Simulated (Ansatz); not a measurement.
Species: sum formula MnOClH (charge 0, sextet). The spin state was set by rule; other spins were not relaxed. 
Coordinates optimised at B3LYP-D3(BJ)/def2-TZVP (Ansatz, a first-principles code):
```
Mn
O 1 1.8159
H 2 0.9573 1 134.72
Cl 1 2.2013 3 168.13 2 180.00
```
Charge 0, spin multiplicity 6.

Dipole moments at this geometry, in debye (magnitudes).

```csv
level,program,dipole (D)
B97M-V/def2-TZVPD,Ansatz,2.37
BHLYP/def2-TZVPD,Ansatz,2.27
r2SCANh/def2-TZVPD,Ansatz,2.36
HSE06/def2-TZVPD,Ansatz,2.33
CCSD(T)/def2-SVPD,Ansatz,2.28
```
